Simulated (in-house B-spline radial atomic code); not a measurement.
# Ionising the copper ion Cu⁺ with different functionals

Computed with a radial B-spline atomic code at the basis-set limit: scalar-relativistic (spin-free X2C) Hamiltonian, Fermi nucleus of rms radius 3.8823 fm, spin-polarised at highest spin, spherical fractional occupations for the functionals, the average over the highest-spin determinants for Hartree-Fock. The ionisation energy is the difference of two self-consistent energies, [Ar] 3d10 → [Ar] 3d9, without Breit or QED terms; ε is the level of the shell that loses the electron (its least bound occupied spin orbital).

Hybrids are left out here: with spherical fractional occupations of an open shell their exact exchange keeps a self-interaction that integer-occupation calculations don't have.

```json
{"method": "Hartree-Fock", "rung": "Hartree-Fock", "ΔSCF (eV)": "17.30", "-ε(3d) (eV)": "21.85"}
{"method": "LDA VWN5", "rung": "LDA", "ΔSCF (eV)": "21.45", "-ε(3d) (eV)": "14.01"}
{"method": "LDA PW92", "rung": "LDA", "ΔSCF (eV)": "21.44", "-ε(3d) (eV)": "14.01"}
{"method": "LDA exchange-only", "rung": "LDA", "ΔSCF (eV)": "19.90", "-ε(3d) (eV)": "12.63"}
{"method": "PBE", "rung": "GGA", "ΔSCF (eV)": "21.07", "-ε(3d) (eV)": "13.66"}
{"method": "PBEsol", "rung": "GGA", "ΔSCF (eV)": "21.05", "-ε(3d) (eV)": "13.64"}
{"method": "BLYP", "rung": "GGA", "ΔSCF (eV)": "21.12", "-ε(3d) (eV)": "13.72"}
{"method": "RPBE", "rung": "GGA", "ΔSCF (eV)": "20.94", "-ε(3d) (eV)": "13.53"}
{"method": "PW91", "rung": "GGA", "ΔSCF (eV)": "?", "-ε(3d) (eV)": "?"}
{"method": "BP86", "rung": "GGA", "ΔSCF (eV)": "21.18", "-ε(3d) (eV)": "13.78"}
{"method": "AM05", "rung": "GGA", "ΔSCF (eV)": "21.06", "-ε(3d) (eV)": "13.64"}
{"method": "OLYP", "rung": "GGA", "ΔSCF (eV)": "21.01", "-ε(3d) (eV)": "13.54"}
{"method": "TPSS", "rung": "meta-GGA", "ΔSCF (eV)": "20.87", "-ε(3d) (eV)": "13.46"}
{"method": "SCAN", "rung": "meta-GGA", "ΔSCF (eV)": "?", "-ε(3d) (eV)": "?"}
{"method": "r2SCAN", "rung": "meta-GGA", "ΔSCF (eV)": "21.03", "-ε(3d) (eV)": "13.63"}
{"method": "revTPSS", "rung": "meta-GGA", "ΔSCF (eV)": "20.78", "-ε(3d) (eV)": "13.39"}
```

Q: What does PW91 give?

A: ΔSCF 21.17 eV, and -ε(3d) = 13.75 eV.

Q: What does SCAN give?

A: ΔSCF 21.05 eV, and -ε(3d) = 13.67 eV.

Q: How do they compare with the NIST value?

A: NIST lists 20.292 eV (measured, ground level to ground level). Errors run from -2.99 to +1.15 eV; revTPSS is closest (+0.48 eV), but part of that can be cancellation, since the calculations leave out spin-orbit coupling, Breit-QED terms, multiplet and fine-structure energies. Hartree-Fock also lacks correlation.
